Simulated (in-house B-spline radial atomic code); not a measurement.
Configurations of the strontium ion Sr⁵⁺, with energies counted from [Ar] 3d10 4s2 4p3. Method: Dirac-Hartree-Fock, average of configuration, Fermi nucleus of rms radius 4.224 fm. Calculated with an all-electron radial atomic-structure program (B-spline basis). Energies include first-order Breit, QED and recoil terms.

Occupations are held fixed; configurations that lie above the ionisation limit could autoionise.

| configuration | E - E(ref) (eV) | highest orbital | its <r> (bohr) |
| --- | --- | --- | --- |
| [Ar] 3d10 4s2 4p2 4d1 | 30.458 | 4d5/2 | 1.772 |
| [Ar] 3d10 4s2 4p2 7f1 | 76.031 | 7f5/2 | 10.61 |
| [Ar] 3d10 4s1 4p3 7d1 | 94.516 | 7d5/2 | 8.744 |
| [Ar] 3d10 4s1 4p3 8g1 | 100.16 | 8g7/2 | 14.24 |
| [Ar] 3d9 4s2 4p3 6f1 | 196.7 | 6f5/2 | 7.342 |
| [Ar] 3d9 4s2 4p3 6g1 | 197.58 | 6g7/2 | 7.268 |

(1) Order these further configurations by energy, lowest first.
A. [Ar] 3d10 4s1 4p3 4d1
B. [Ar] 3d9 4s2 4p3 5g1
C. [Ar] 3d10 4s1 4p3 4f1
D. [Ar] 3d10 4s1 4p3 6g1
E. [Ar] 3d10 4s2 4p2 6g1

(2) How far above the reference does [Ar] 3d10 4s2 4p2 5f1 lie?

(3) How far above the reference does [Ar] 3d9 4s2 4p4 lie?

Results:

(1) A (51.153 eV), E (72.87 eV), C (75.071 eV), D (94.177 eV), B (191.59 eV).

(2) 65.693 eV; its least bound orbital is 5f5/2 with <r> = 4.796 bohr.

(3) 121.12 eV; its least bound orbital is 4p3/2 with <r> = 1.374 bohr.
